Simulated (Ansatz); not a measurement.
Name a neutral molecule of B, Ge, O and H with LUMO energy (B3LYP/def2-TZVPP) between -1.70 and -1.40 eV and size of the dipole moment (ωB97M-V/def2-TZVPP) between 1.30 and 1.60 D (Ansatz, PBE0-D4/def2-TZVP geometry).

`[OH][GeH]1[BH][O]1` (-1.50 eV, 1.55 D). Other molecules can fit too; these were computed, each in one conformer that needn't be the lowest.

B3LYP here is the variant with VWN-RPA as its local correlation; programs differ in this.
